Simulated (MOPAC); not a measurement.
MOPAC input (PM7):

```
PM7 PRECISE GNORM=0.05 LET XYZ GEO-OK AUX(PRECISION=9) THREADS=1
FOY

Y     0.13609700 1   -0.11790200 1    0.26725300 1
O     1.26596900 1   -0.15246200 1   -1.16535900 1
F    -1.71505700 1    0.64643200 1   -0.12222400 1
```

From the output:

```
                                                       MOPAC v23.2.5 Linux

          FINAL HEAT OF FORMATION =       -160.08704 KCAL/MOL =    -669.80418 KJ/MOL

          COSMO AREA              =        147.22 SQUARE ANGSTROMS
          COSMO VOLUME            =        166.27 CUBIC ANGSTROMS

          GRADIENT NORM           =          0.00415          =       0.00240 PER ATOM
          IONIZATION POTENTIAL    =         10.466758 EV
          HOMO LUMO ENERGIES (EV) =        -10.467  0.472
          NO. OF FILLED LEVELS    =          8
          MOLECULAR WEIGHT        =        123.9037         POINT GROUP:  C*v

          MOLECULAR DIMENSIONS (Angstroms)

            Atom       Atom       Distance
            F     3    O     2     3.74497
            Y     1    O     2     0.00004
            Y     1    F     3     0.00000

          SCF CALCULATIONS        =         15

   ATOM   CHEMICAL          X               Y               Z
  NUMBER   SYMBOL      (ANGSTROMS)     (ANGSTROMS)     (ANGSTROMS)

     1       Y          0.05471608  *   0.02807915  *  -0.18442592  *
     2       O          1.61353666  *  -0.41450808  *  -0.63386492  *
     3       F         -1.85796711  *   0.57111383  *   0.36712677  *

                             CARTESIAN COORDINATES

   1    Y        0.054716080     0.028079146    -0.184425925
   2    O        1.613536664    -0.414508080    -0.633864924
   3    F       -1.857967110     0.571113830     0.367126775

           Empirical Formula: O Y F  =     3 atoms

      MOLECULAR POINT GROUP   :   C*v

                  EIGENVALUES
 -36.08596 -23.56436 -13.81810 -13.69740 -13.69740 -11.01511 -10.46676 -10.46676
   0.47186   0.47186   0.69159   0.69159   0.73468   0.97301   2.08593   2.08593
   6.55855

              NET ATOMIC CHARGES AND DIPOLE CONTRIBUTIONS

  ATOM NO.   TYPE          CHARGE      No. of ELECS.   s-Pop       p-Pop       d-Pop
    1          Y           1.853654        1.1463     0.25093     0.88499     0.01043
    2          O          -1.140839        7.1408     1.81169     5.32914
    3          F          -0.712815        7.7128     1.97284     5.73998
 DIPOLE           X         Y         Z       TOTAL
 POINT-CHG.    -1.993     0.566     0.574     2.150
 HYBRID        -0.541     0.154     0.156     0.584
 SUM           -2.534     0.720     0.730     2.734

          ATOMIC ORBITAL ELECTRON POPULATIONS

     Atom    s        px        py        pz      x^2-y^2     xz        z^2       yz        xy
    1  Y   0.25093   0.40786   0.23833   0.23880   0.00423   0.00225   0.00150   0.00025   0.00220
    2  O   1.81169   1.75945   1.78488   1.78481
    3  F   1.97284   1.79489   1.97279   1.97230

 **********************
 *                    *
 * JOB ENDED NORMALLY *
 *                    *
 **********************

 == MOPAC DONE ==
```

The geometry given is a B3LYP-D3(BJ)/def2-TZVP minimum.
